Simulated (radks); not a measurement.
Q: All-electron atom: Tm XLII in [Ar] 3d10. Method: Dirac Kohn-Sham, LB94 model potential, spin-unpolarised, spherical densities, finite nucleus; Fermi nuclear charge, rms radius 5.2256 fm; computed with a radial shooting solver on a logarithmic mesh with Libxc functionals. Some entries of the table are withheld. Estimate them.

orbital,occ.,eigenvalue (hartree),r(max) (bohr)
1s1/2,2,-2255.600,0.01260
2s1/2,2,-439.1013,0.07191
2p1/2,2,(1),(2)
2p3/2,4,(3),(4)
3s1/2,2,-149.8289,0.2016
3p1/2,2,-142.5708,(5)
3p3/2,4,-134.5714,(6)
3d3/2,4,(7),0.1579
3d5/2,6,(8),0.1615

A: 
(1) 2p1/2 eigenvalue (hartree): -422.5832
(2) 2p1/2 r(max) (bohr): 0.05383
(3) 2p3/2 eigenvalue (hartree): -386.0549
(4) 2p3/2 r(max) (bohr): 0.06017
(5) 3p1/2 r(max) (bohr): 0.1889
(6) 3p3/2 r(max) (bohr): 0.2017
(7) 3d3/2 eigenvalue (hartree): -122.3402
(8) 3d5/2 eigenvalue (hartree): -120.5506
